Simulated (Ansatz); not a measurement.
Species: CsI, net charge 1, doublet state. SMILES of the parent species: [I][Cs]
Coordinates optimised at B3LYP-D3(BJ)/def2-TZVP (Ansatz, a program for electronic structure):
```xyz
2

Cs     0.0000     0.0000    -2.0048
I      0.0000     0.0000     2.0804
```
Charge +1, spin multiplicity 2.

Give the harmonic wavenumbers at B3LYP-D3(BJ)/def2-TZVP (Ansatz, finite differences of forces, unscaled).

41 cm⁻¹. Zero-point energy 0.1 kcal/mol.

From these and the geometry, give the ideal-gas thermochemistry at 298.15 K and 1 atm (rigid rotor, harmonic oscillator).

Point group C∞v, rotational symmetry number 1. Rotational constants 0.4665, 0.4665 GHz. S(trans) 42.56, S(rot) 20.86, S(vib) 5.22, S(elec, spin only) 1.38, S 70.0 cal/(mol K). H(298) - H(0) 2.61 kcal/mol; G - E(el) -18.2 kcal/mol.
